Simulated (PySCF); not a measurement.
C8H11NSi.
Numbering: `[CH3:1]/[N:2]=[CH:3]/[C:4]1=[CH:5][C@@:6]2([SiH3:7])[CH:8]=[CH:9][C@@H:10]12`

NICS = −σ at a ghost point: NICS(0) at the centroid of the ring atoms, NICS(1) 1 Å to either side along the normal of their mean plane, zz for the tensor component along that normal. Level: GIAO PBE0/pcSseg-1 (PySCF, non-relativistic, gas phase) on the GFN2-xTB geometry, one conformer.

Ring bond lengths (Å), with Mayer bond orders in brackets: C4–C5 1.344 (1.66), C5–C6 1.506 (1.00), C6–C10 1.567 (0.95), C10–C4 1.515 (0.97); C6–C8 1.515 (0.99), C8–C9 1.329 (1.78), C9–C10 1.506 (1.01), C10–C6 1.567 (0.95).

**Question.** Give the NICS values of each ring in ppm.

**Answer.** 
```json
{"ring": "C4–C5–C6–C10", "type": "4-membered carbocycle; formal bonds 1 double, 3 single", "NICS(0)": "-3.3", "NICS(1), two faces": "-2.5 / -3.3", "NICS(1)zz, two faces": "-4.8 / -1.9", "rms pucker (Å)": "0.01", "centre to ring atoms, mean (Å)": "1.05"}
{"ring": "C6–C8–C9–C10", "type": "4-membered carbocycle; formal bonds 1 double, 3 single", "NICS(0)": "-2.0", "NICS(1), two faces": "-2.5 / -2.6", "NICS(1)zz, two faces": "-4.5 / -1.1", "rms pucker (Å)": "0.01", "centre to ring atoms, mean (Å)": "1.05"}
```

**Question.** What can be read from them?

**Answer.** 
- C4–C5–C6–C10: mean NICS(1)zz -3.3 ppm, shielded. C6, C10 have four or more neighbours; no verdict on aromaticity is drawn.
- C6–C8–C9–C10: mean NICS(1)zz -2.8 ppm, near zero. C6, C10 have four or more neighbours, and the NICS criterion for π rings isn't applied. The two faces differ by 3.4 ppm, so no symmetry operation interchanges them.

Hardware: one thread, Arm Neoverse N1 (aarch64), shared host with 64 logical CPUs at a one-minute load of 62. Cost: 2.1 min (grids of density and orbitals included), 1.1 GiB resident at most. This is the whole shielding run at PBE0/pcSseg-1, SCF included.

Conformer computed: `[CH3:1]/[N:2]=[CH:3]/[C:4]1=[CH:5][C@@:6]2([SiH3:7])[CH:8]=[CH:9][C@@H:10]12`: N2–C3–C4–C5 178°.
